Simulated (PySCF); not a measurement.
**Question.** Write Cartesian coordinates for `N#C[C@]1(F)CCCCS1` as optimised with GFN2-xTB.

**Answer.** 
```xyz
17
C6H8FNS angstrom
N      3.6320    0.4718   -1.3195
C      2.6308    0.4569   -0.7711
C      1.3528    0.4147   -0.0857
F      1.5322    0.7621    1.2399
C      0.7414   -0.9847   -0.1703
C     -0.5951   -1.0670    0.5656
C     -1.6421   -0.1352   -0.0401
C     -1.2250    1.3195    0.0850
S      0.2745    1.6731   -0.8918
H      1.4487   -1.6926    0.2706
H      0.6157   -1.2328   -1.2262
H     -0.4408   -0.8070    1.6154
H     -0.9515   -2.0973    0.5243
H     -1.7942   -0.3807   -1.0936
H     -2.5918   -0.2706    0.4822
H     -1.9808    1.9936   -0.3153
H     -1.0137    1.5884    1.1206
```

Orientation and origin are arbitrary. Atoms count from 1 in this order. The C–C distances run from 1.451 Å (C2–C3, drawn single) to 1.529 Å (C3–C5, drawn single), a spread of 0.078 Å. The 6-membered ring C3–C5–C6–C7–C8–S9 has internal angles of 96.6° to 112.1° (sum 655°, against 720° for a flat polygon); it is puckered, 0.27 Å rms from its mean plane, widest ring torsion 65°. Of the pairs four or more bonds apart, F4···H12 is among the closest relative to their van der Waals radii: 2.55 Å, 95 % of the sum of Bondi's values.

Bonds between heavy atoms (Å): N1≡C2 1.142, C2–C3 1.451, C3–F4 1.382, C3–C5 1.529, C5–C6 1.528, C6–C7 1.527, C7–C8 1.518, C8–S9 1.824, C3–S9 1.843.

The geometry is computed with GFN2-xTB (gas phase).

Point group: C1 (no symmetry element, even within 0.4 Å). Not checked by GFN2-xTB frequencies. One conformer, not necessarily the lowest (C2–C3–C5–C6 179°, C3–C5–C6–C7 62°, C5–C6–C7–C8 -63°, C6–C7–C8–S9 65°).
